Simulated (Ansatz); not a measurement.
Compare A (`C=NBC`) with its isomer B (`[BH3-]C#[N+]C`).

Isolated molecules relaxed with PBE0-D4/def2-TZVP in Ansatz; ΔE leaves out vibrations. CBS: MP2 limit from def2 TZ/QZ plus the TZ coupled-cluster correction, frozen cores. Functionals use def2-TZVPP. B3LYP here is the variant with VWN-RPA as its local correlation; programs differ in this. Each species was taken in one conformer, which may not be the lowest.

Which isomer does CCSD(T)/CBS put lower? Give the gap. (An estimate is asked.)

Computed: A, by 32.4 kcal/mol.

Give E(B) − E(A) in kcal/mol with CCSD/def2-TZVPP, HF/def2-TZVPP, r2SCAN-D4, B2PLYP, BLYP-D4, B3LYP-D4, MP2/def2-TZVPP. (An estimate is asked.)

Ansatz gave: CCSD/def2-TZVPP 32.0, HF/def2-TZVPP 32.5, r2SCAN-D4 30.6, B2PLYP 31.0, BLYP-D4 30.4, B3LYP-D4 31.5, MP2/def2-TZVPP 30.2. None reverses the order clearly.

Does the order hold for the free energy at 298.15 K (harmonic terms from PBE0-D4)? (Best estimate.)

Computed: Yes: G(B) − G(A) = +30.2 kcal/mol, for one conformer each. Modes under 60 cm⁻¹, often nearly free rotors, make the harmonic entropy too high.

Largest T1 diagnostic: 0.014.

From PBE to PBE0 (25 % exact exchange), in def2-TZVPP and without D4, E(B) − E(A) moves by +1.3 kcal/mol. Leaving LDA and LC-ωPBE aside and taking each functional with its dispersion term where it has one, the values, not all of them listed here, spread over 3.3 kcal/mol, from revPBE-D4 to BHLYP-D4.
